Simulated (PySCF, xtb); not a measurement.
S₈, SMILES S1SSSSSSS1.

GFN2-xTB in xtb at its own geometry gives an orbital gap of 2.37 eV and a dipole moment of 0.28 D.

Coordinates come from a B3LYP-D3(BJ)/def2-SVP optimisation.

Q: What does PBE/def2-TZVP run with PySCF give? (The exact figures need the calculation; the answer reports its results.)

A: gap 2.27 eV (levels -5.54 and -3.27 eV), dipole 0.16 D.
